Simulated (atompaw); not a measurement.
Plane-wave convergence, PAW (atompaw) potential for zirconium (Zr)

atompaw 4.2.0.5 input, output lines left out:

```
Zr 40
GGA-PBESOL scalarrelativistic loggrid 1500 logderivrange -4 5 226
5 5 4 0 0 0
5 1 0
4 2 2
0 0 0
c
c
c
c
v
c
c
v
v
c
v
2
3.00 2.85 2.30 2.55
y
0.6
n
n
y
0.15
n
custom rrkj gramschmidtortho sinc
3 0 troulliermartins
3.00
3.00
2.15
3.00
1.85
1.85
```

The pseudo-atom Hamiltonian at the reference potential is diagonalised in spherical Bessel functions j_l(qr) that vanish at 20 bohr, with q² up to the cutoff. All-electron valence levels (Ry): 5s -0.3282, 4p -2.3835, 5p -0.1068, 4d -0.2655.

How do the lowest levels (Ry) of each channel move with the cutoff, and are there ghosts?

```tsv
cutoff (Ry)	s #1	s #2	s #3	p #1	p #2	d #1	d #2	f #1	Σ f·Δε (mRy)
8	-3.2892	-0.3281	0.0039	-1.9170	-0.1068	-0.0567	0.0642	0.1024	3216.7
12	-4.7595	-0.3282	0.0039	-2.3485	-0.1068	-0.1400	0.0566	0.1024	461.3
18	-5.2509	-0.3282	0.0039	-2.3829	-0.1068	-0.2373	0.0522	0.1024	59.9
25	-5.3024	-0.3282	0.0039	-2.3832	-0.1068	-0.2618	0.0514	0.1024	9.0
35	-5.3070	-0.3282	0.0039	-2.3835	-0.1068	-0.2653	0.0513	0.1024	0.6
45	-5.3079	-0.3282	0.0039	-2.3835	-0.1068	-0.2654	0.0513	0.1024	0.4
400	-5.3088	-0.3282	0.0039	-2.3835	-0.1068	-0.2655	0.0513	0.1024	0.0
```

Result: ghost state, extra bound levels that the all-electron valence spectrum of the same l lacks: s at -72.2 eV (a true bound ghost makes a file unfit for plane-wave use); 10 mRy is reached at 25 Ry and 1 mRy at 35 Ry.
